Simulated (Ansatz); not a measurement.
Born–Oppenheimer molecular dynamics of CH7BO3S (13 atoms, charge 0, multiplicity 1). It starts from a rough guess of a transition structure, not a stationary point.

Theory: UHF/6-31G (Ansatz).

| Item | Value |
| --- | --- |
| ensemble | NVE (velocity Verlet) |
| time step | 0.5 fs |
| steps asked | 150 |
| starting velocities drawn for | 100 K |
| seed | 608730 |

First frame:

```xyz
13
Properties=species:S:1:pos:R:3
B -0.313 0.288 -0.823
O -0.149 -0.066 0.885
C 0.350 -1.340 1.221
O -1.551 0.763 -1.104
O 0.280 -0.683 -1.553
H 0.726 0.860 0.897
S 1.140 1.918 -0.489
H 1.203 -1.609 0.595
H 0.643 -1.328 2.272
H -0.447 -2.069 1.071
H -1.976 1.304 -0.444
H -0.149 -0.875 -2.384
H 0.243 2.836 -0.147
```

How far do the bonds stretch over the last three quarters of this one trajectory? (Pairs bonded in most of those frames.)


```
  bond  mean (Å)  spread (Å)  shortest  longest
 B1–O2     1.733       0.043      1.65     1.80
 B1–O4     1.424       0.023      1.38     1.47
 B1–O5     1.417       0.029      1.38     1.47
 B1–S7     1.967       0.029      1.94     2.06
 O2–C3     1.460       0.035      1.41     1.52
 O2–H6     1.021       0.131      0.80     1.19
 C3–H8     1.074       0.019      1.04     1.10
 C3–H9     1.078       0.010      1.06     1.10
C3–H10     1.079       0.009      1.06     1.10
O4–H11     0.947       0.005      0.94     0.96
O5–H12     0.949       0.014      0.92     0.97
S7–H13     1.359       0.024      1.32     1.40
```

Mean temperature of the second half: 586 K. The conserved energy stayed within 2.1 meV per atom of its start (net change 0.02 meV per atom), so there is no drift, though single steps change it by up to 33 meV in the whole system, a sign of fast motions only just resolved. The system heated up, since it started high on the potential surface and ran downhill. A run of 0.075 ps of so small a system gives no equilibrium averages. The orbitals stay closed-shell, which can raise the energy where a bond breaks towards radicals; this wasn't checked here. Limits of this set-up: no polarisation functions.

Run time: 4.7 min on 1 thread of Arm Neoverse V2 (shared host), peak memory 0.19 GiB.
